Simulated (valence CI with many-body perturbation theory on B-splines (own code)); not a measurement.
The numbers below are computed, except where a source is named.
## Ladder of approximations for Ne³⁺

Level of theory: configuration interaction combined with many-body perturbation theory (CI+MBPT): five valence electrons over a frozen Dirac-Fock core [He], radial functions for each j: 9 s, 9 p, 8 d, 6 f, 3 g, 1 h, with the one-electron correlation potential Σ1 (screened to all orders), the two-electron term Σ2, the three-electron term Σ3, Breit, model QED; selected single and double excitations, second order for the rest, scaled by the run's own slope (own B-spline code, finite nucleus).

Set against measurement, 12 paired levels are off by 131 cm⁻¹ on average, the worst by 211. These come from a selection out of Moore, Atomic Energy Levels, vol. I, NSRDS-NBS 35 (1971 reprint of NBS Circular 467, 1949), an old analysis. Levels without a partner in it may be off by more. Among the levels kept, up to 1300 cm⁻¹ of a level comes from second order outside the variational space, and about a tenth of that is noise between levels of different J, which matters for small intervals.

Each rung adds one term. CI alone is the Dirac-Coulomb CI over the frozen core; QED comes last and gives the full result, which names the levels. Energies are above 2s2 2p3 4S°_3/2 on the same rung, in cm⁻¹.

```
            Level  CI alone    + Σ1    + Σ2    + Σ3  + Breit    Full
  2s2 2p3 2D°_5/2     41450   41512   41690   41524    41465   41466
  2s2 2p3 2D°_3/2     41420   41481   41661   41495    41512   41514
  2s2 2p3 2P°_1/2     62497   62557   62936   62722    62738   62737
  2s2 2p3 2P°_3/2     62522   62583   62956   62742    62748   62746
    2s 2p4 4P_5/2    184917  184341  184163  184021   184012  183937
    2s 2p4 4P_3/2    185519  184948  184770  184627   184623  184551
    2s 2p4 4P_1/2    185873  185306  185128  184985   184944  184872
    2s 2p4 2D_5/2    255776  255268  254867  254513   254470  254396
    2s 2p4 2D_3/2    255773  255264  254861  254507   254496  254421
    2s 2p4 2S_1/2    301285  300824  300590  300151   300185  300111
    2s 2p4 2P_3/2    323011  322498  321145  320540   320541  320462
    2s 2p4 2P_1/2    323744  323239  321888  321283   321252  321175
2s2 2p2 3s 4P_1/2    477696  478716  478776  478488   478482  478507
2s2 2p2 3s 4P_3/2    478122  479146  479204  478916   478870  478896
2s2 2p2 3s 4P_5/2    478803  479834  479898  479610   479449  479478
      2p5 2P°_3/2    488466  487435  485938  485350   485370  485222
      2p5 2P°_1/2    489495  488474  486976  486388   486325  486180
2s2 2p2 3s 2P_1/2    487720  488741  488668  488378   488360  488386
2s2 2p2 3s 2P_3/2    488533  489562  489491  489201   489064  489092
```

Task: How does the ionisation energy move along the ladder, and which term matters most?

Result: CI alone 97.078, + Σ1 97.214, + Σ2 97.210, + Σ3 97.174, + Breit 97.173, + QED 97.174 eV. The largest step is Σ1, 0.136 eV. NIST lists 97.19 eV (semi-empirical).
